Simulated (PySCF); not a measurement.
C2H11BGeO2Si, SMILES [O]([GeH3])[SiH2]OB(C)C, GFN2-xTB optimised geometry.

```
18

Ge     3.39     0.39     0.40
O      1.68     0.22     0.28
Si     0.52    -0.87    -0.04
O     -0.84    -0.04     0.00
B     -2.17    -0.04     0.00
C     -2.97    -1.41    -0.02
C     -2.95     1.35     0.00
H      3.89    -0.61     1.40
H      3.97     0.12    -0.96
H      3.58     1.80     0.84
H      0.70    -1.41    -1.38
H      0.54    -1.89     1.01
H     -3.97    -1.34     0.40
H     -2.43    -2.20     0.50
H     -3.08    -1.75    -1.05
H     -3.43     1.51     0.96
H     -3.74     1.37    -0.74
H     -2.29     2.20    -0.18
```

Density from B3LYP/def2-SVP (PySCF 2.14.0) at that geometry.

Minimum of the electron density along straight lines between bonded atoms, close to the bond critical point (lines longer than 1.1 times the sum of covalent radii, or with two minima, are not listed):

| bond | length / Å | ρ at the minimum / e bohr⁻³ | ∇²ρ there / e bohr⁻⁵ | position (fraction from the first atom) |
|---|---|---|---|---|
| Ge1–O2 | 1.728 | 0.147 | 0.85 | 0.47 |
| O2–Si3 | 1.622 | 0.128 | 1.09 | 0.59 |
| Si3–O4 | 1.603 | 0.133 | 1.17 | 0.42 |
| O4–B5 | 1.330 | 0.208 | 1.29 | 0.67 |
| B5–C6 | 1.592 | 0.178 | -0.17 | 0.32 |
| B5–C7 | 1.590 | 0.180 | -0.20 | 0.32 |
| Ge1–H8 | 1.501 | 0.142 | 0.07 | 0.59 |
| Ge1–H9 | 1.500 | 0.143 | 0.07 | 0.59 |
| Ge1–H10 | 1.494 | 0.144 | 0.08 | 0.59 |
| Si3–H11 | 1.463 | 0.120 | 0.34 | 0.49 |
| Si3–H12 | 1.464 | 0.120 | 0.34 | 0.49 |
| C6–H13 | 1.086 | 0.273 | -0.98 | 0.62 |
| C6–H14 | 1.087 | 0.271 | -0.96 | 0.62 |
| C6–H15 | 1.089 | 0.268 | -0.93 | 0.62 |
| C7–H16 | 1.089 | 0.268 | -0.94 | 0.62 |
| C7–H17 | 1.088 | 0.270 | -0.95 | 0.62 |
| C7–H18 | 1.086 | 0.274 | -0.98 | 0.62 |
